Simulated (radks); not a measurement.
Fractional charge and spin in the 3s shell of phosphorus: the spin-up occupation runs from 0 to 1 and the spin-down occupation from 0 to 1; the fullest corner is P, [Ne] 3p(up 1.5, down 1.5) 3s(up 1, down 1). Method: non-relativistic Kohn-Sham, PBEsol, spin-polarised, spherical densities, point nucleus; computed with a radial shooting solver on a logarithmic mesh with Libxc functionals. Energy (eV) minus the two flat planes that join the four corners (they meet along the diagonal where the two added fractions sum to one electron); zero is where a piecewise linear energy would lie.

\begin{tabular}{lrrr}
down \ up & 0 & 0.5 & 1 \\ \hline
0 & 0.000 & -1.325 & 0.000 \\
0.5 & -1.325 & 0.329 & -1.160 \\
1 & 0.000 & -1.160 & 0.000 \\
\end{tabular}

Corners above the fullest one (they belong to P+ and the next ion): (up 1, down 0) 18.382 eV, (up 0, down 1) 18.382 eV, (up 0, down 0) 48.044 eV. With half an added electron in each spin the energy lies 0.329 eV from the planes, and with half an added electron in spin up alone -1.325 eV. The planes are only a guide here: the flat-plane condition holds for ground states with one frontier orbital, while this shell lies below other occupied shells, so the corners above the fullest one are inner-hole states and not the ground states of those ions.
